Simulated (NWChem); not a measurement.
The numbers come from NWChem runs, not from measurements. System: Pb, charge 0, spin multiplicity 3. Its SCF solution wasn't tested for a lower state. Level: UMP2/def2-TZVP with def2 effective core potentials on Pb, 4 core orbitals frozen.

Output (cleaned and shortened):

```
             Northwest Computational Chemistry Package (NWChem) 7.3.0
             --------------------------------------------------------

                                NWChem Input Module
                                -------------------

 Scaling coordinates for geometry "geometry" by  1.889725989
 (inverse scale =  0.529177249)

                             Geometry "geometry" -> ""
                             -------------------------

 Output coordinates in angstroms (scale by  1.889725989 to convert to a.u.)

  No.       Tag          Charge          X              Y              Z
 ---- ---------------- ---------- -------------- -------------- --------------
    1 Pb                  82.0000     0.00000000     0.00000000     0.00000000

 Effective nuclear repulsion energy (a.u.)       0.0000000000

            Nuclear Dipole moment (a.u.)
            ----------------------------
        X                 Y               Z
 ---------------- ---------------- ----------------
     0.0000000000     0.0000000000     0.0000000000

      Symmetry information
      --------------------

 Group name             D2h
 Group number             26
 Group order               8
 No. of unique centers     1

      Symmetry unique atoms

     1


 Summary of "ao basis" -> "" (spherical)
 ------------------------------------------------------------------------------
       Tag                 Description            Shells   Functions and Types
 ---------------- ------------------------------  ------  ---------------------
 *                         def2-tzvp                  on all atoms

 Summary of "ao basis" -> "ao basis" (spherical)
 ------------------------------------------------------------------------------
       Tag                 Description            Shells   Functions and Types
 ---------------- ------------------------------  ------  ---------------------
 Pb                        def2-tzvp                16       50   6s5p3d2f

                                 NWChem SCF Module
                                 -----------------

  ao basis        = "ao basis"
  functions       =    50
  atoms           =     1
  alpha electrons =    12
  beta  electrons =    10
  charge          =   0.00
  wavefunction    = UHF
  use symmetry    = T
  symmetry adapt  = T

 Summary of "ao basis" -> "ao basis" (spherical)
 ------------------------------------------------------------------------------
       Tag                 Description            Shells   Functions and Types
 ---------------- ------------------------------  ------  ---------------------
 Pb                        def2-tzvp                16       50   6s5p3d2f

      Symmetry analysis of basis
      --------------------------

        ag         12
        au          2
        b1g         3
        b1u         9
        b2g         3
        b2u         9
        b3g         3
        b3u         9

 Forming initial guess at       0.1s

   Symmetry analysis of molecular orbitals - initial alpha
   -------------------------------------------------------

  Numbering of irreducible representations:

     1 ag          2 au          3 b1g         4 b1u         5 b2g
     6 b2u         7 b3g         8 b3u

  Orbital symmetries:

     1 ag          2 b1u         3 b3u         4 b2u         5 ag
     6 b3g         7 b2g         8 b1g         9 ag         10 ag
    11 b3u        12 b2u        13 b1u        14 b3u        15 b2u
    16 b1u        17 b1g        18 ag         19 b3g        20 b2g
    21 ag         22 ag

   Symmetry analysis of molecular orbitals - initial beta
   ------------------------------------------------------

  Numbering of irreducible representations:

     1 ag          2 au          3 b1g         4 b1u         5 b2g
     6 b2u         7 b3g         8 b3u

  Orbital symmetries:

     1 ag          2 b1u         3 b2u         4 b3u         5 ag
     6 b3g         7 b2g         8 ag          9 b1g        10 ag
    11 b1u        12 b2u        13 b3u        14 b1u        15 b2u
    16 b3u        17 ag         18 b2g        19 b3g        20 ag
    21 b1g        22 ag

 Starting SCF solution at       0.1s

 ----------------------------------------------
[...]
    15      0.240360  1 Pb pz                18      0.238277  1 Pb pz

 Vector   12  Occ=0.000000D+00  E= 4.299188D-02  Symmetry=b3u
              MO Center= -3.4D-19, -4.2D-30, -1.4D-30, r^2= 6.4D+00
   Bfn.  Coefficient  Atom+Function         Bfn.  Coefficient  Atom+Function
  ----- ------------  ---------------      ----- ------------  ---------------
    19      0.821513  1 Pb px                10     -0.286068  1 Pb px
    13      0.247563  1 Pb px

 Vector   13  Occ=0.000000D+00  E= 4.299188D-02  Symmetry=b2u
              MO Center=  3.4D-30, -3.5D-19, -2.7D-31, r^2= 6.4D+00
   Bfn.  Coefficient  Atom+Function         Bfn.  Coefficient  Atom+Function
  ----- ------------  ---------------      ----- ------------  ---------------
    20      0.821513  1 Pb py                11     -0.286068  1 Pb py
    14      0.247563  1 Pb py

 center of mass
 --------------
 x =   0.00000000 y =   0.00000000 z =   0.00000000

 moments of inertia (a.u.)
 ------------------
           0.000000000000           0.000000000000           0.000000000000
           0.000000000000           0.000000000000           0.000000000000
           0.000000000000           0.000000000000           0.000000000000

  Mulliken analysis of the total density
  --------------------------------------

    Atom       Charge   Shell Charges
 -----------   ------   -------------------------------------------------------
    1 Pb  22    22.00   0.07 -0.59  1.78  0.76  1.09  0.89 -0.62  6.56  0.45  1.13  0.49  9.09  0.86  0.05  0.00  0.00

  Mulliken analysis of the alpha density
  --------------------------------------

    Atom       Charge   Shell Charges
 -----------   ------   -------------------------------------------------------
    1 Pb  22    12.00   0.03 -0.29  0.89  0.38  0.51  0.48 -0.32  3.29  0.41  1.13  0.49  4.51  0.46  0.03  0.00  0.00

   Mulliken analysis of the beta density
   -------------------------------------

    Atom       Charge   Shell Charges
 -----------   ------   -------------------------------------------------------
    1 Pb  22    10.00   0.03 -0.30  0.90  0.38  0.58  0.40 -0.30  3.27  0.04 -0.00  0.00  4.58  0.40  0.02  0.00  0.00

   Mulliken analysis of the spin density
   -------------------------------------

    Atom       Charge   Shell Charges
 -----------   ------   -------------------------------------------------------
    1 Pb  22     2.00  -0.00  0.00 -0.01 -0.00 -0.07  0.08 -0.02  0.03  0.37  1.13  0.49 -0.07  0.06  0.02  0.00 -0.00

       Multipole analysis of the density wrt the origin
       ------------------------------------------------

     L   x y z        total         alpha         beta         nuclear
     -   - - -        -----         -----         ----         -------
     0   0 0 0      0.000000    -12.000000    -10.000000     22.000000

     1   1 0 0      0.000000      0.000000     -0.000000      0.000000
     1   0 1 0      0.000000      0.000000     -0.000000      0.000000
     1   0 0 1      0.000000      0.000000     -0.000000      0.000000

     2   2 0 0    -23.956332    -17.316464     -6.639867      0.000000
     2   1 1 0      0.000000      0.000000     -0.000000      0.000000
     2   1 0 1     -0.000000     -0.000000     -0.000000      0.000000
     2   0 2 0    -23.956332    -17.316464     -6.639867      0.000000
     2   0 1 1     -0.000000     -0.000000      0.000000      0.000000
     2   0 0 2    -18.733021    -11.851645     -6.881376      0.000000

                   NWChem MP2 Semi-direct Energy/Gradient Module
                   ---------------------------------------------

  Basis functions       =     50
  Molecular orbitals    =     50
  Frozen core           =      4
  Frozen virtuals       =      0
  Active alpha occupied =      8
  Active beta occupied  =      6
  Active alpha virtual  =     38
  Active beta virtual   =     40
  Use MO symmetry       = T
  Use skeleton AO sym   = T

  AO/Fock/Back tols     =   1.0D-09  1.0D-09  1.0D-09

 GA uses MA = F    GA memory limited = T

 Available:
  local mem=  1.26D+08
 global mem=  1.44D+08
 local disk=  0.00D+00
  mp2_memr nvloc                    38
  nvloc new                    38
   1 passes of   8:        3145728                      20293                   1322182.
   1 passes of   8: M    126143237           G      144174200           F     122997509.

 Semi-direct pass number   1 of   1  for UHF alpha       at        0.6s
  vrange nnbf                  1275
  mp2_eaftype                    10  avail_ma_in_mb                  1099
 EAF : mp2_eaftype filesize          10     661091.
  mp2_eaf for mointskh                     10
Node 0 wrote      3.1 Mb in      0.0 s     Agg I/O rate:  1180.0 Mb/s
 Done moints_semi at        1.4s
  mp2_eaftype                    10  avail_ma_in_mb                  1089
 EAF : mp2_eaftype filesize          10     661091.
  mp2_eaf for kh                    10
 Done maket at        1.4s
 Done multipass loop at        1.4s

 GA uses MA = F    GA memory limited = T

 Available:
  local mem=  1.26D+08
 global mem=  1.44D+08
 local disk=  0.00D+00
  mp2_memr nvloc                    40
  nvloc new                    40
   1 passes of   6:        3145728                      17095                   1044742.
   1 passes of   6: M    126143237           G      144174200           F     122997509.

 Semi-direct pass number   1 of   1  for UHF beta        at        1.4s
  vrange nnbf                  1275
  mp2_eaftype                    10  avail_ma_in_mb                  1099
 EAF : mp2_eaftype filesize          10     522371.
  mp2_eaf for mointskh                     10
Node 0 wrote      2.4 Mb in      0.0 s     Agg I/O rate:  1996.6 Mb/s
 Done moints_semi at        2.2s
  mp2_eaftype                    10  avail_ma_in_mb                  1089
 EAF : mp2_eaftype filesize          10     522371.
  mp2_eaf for kh                    10
 Done maket at        2.2s
 Done multipass loop at        2.2s

          -------------------------------------------
          SCF energy                -191.835522280548
          Correlation energy          -0.351535359761
          Singlet pairs                0.000000000000
          Triplet pairs                0.000000000000
          Total MP2 energy          -192.187057640309
          -------------------------------------------

          ---------------------------------------------------
                    Spin Component Scaled (SCS) MP2
          Same spin pairs                     -0.129442274308
          Same spin scaling factor             0.333333333333
          Opposite spin pairs                 -0.222093085453
          Opposite spin scaling fact.          1.200000000000
          SCS-MP2 correlation energy          -0.309659127313
          Total SCS-MP2 energy              -192.145181407861
          ---------------------------------------------------

 -----------------------
 Performance information
 -----------------------

 Timer overhead =  1.68D-07 seconds/call

               Nr. of calls         CPU time (s)                 Wall time (s)                GFlops
             ---------------    -------------------     ------------------------------   -------------------
Name         Min   Avg   Max    Min     Avg     Max     Min     Avg     Max   Mx/calls   Min     Max     Sum
mp2: moin     2     2     2    1.5     1.5     1.5      1.5     1.5     1.5    0.77      0.0     0.0     0.0
mp2: make     2     2     2   3.62E-2 3.62E-2 3.62E-2  3.62E-2 3.62E-2 3.62E-2 1.81E-2   0.0     0.0     0.0
mp2: tota     1     1     1    1.7     1.7     1.7      1.7     1.7     1.7     1.7      0.0     0.0     0.0

 The average no. of pstat calls per process was 5.00D+00
 with a timing overhead of 8.42D-07s

 Task  times  cpu:        2.2s     wall:        2.2s

 Total times  cpu:        2.2s     wall:        2.2s
```

Q: Write an NWChem input that would produce this output.

A: Several could match; the one computed here: 
```
start mol
memory heap 200 mb stack 900 mb global 1100 mb
geometry units angstroms nocenter noautoz
  Pb     0.000000     0.000000     0.000000
  symmetry group D2h
end
basis spherical
  * library def2-tzvp
end
ecp
  Pb library def2-ecp
end
scf
  uhf
  nopen 2
  maxiter 100
  thresh 1e-7
  semidirect memsize 60000000 filesize 0
  # guess.movecs holds the orbitals of an unrestricted PBE0 run
  vectors input guess.movecs output mol.movecs
end
mp2
  freeze core 4
end
task mp2 energy
```
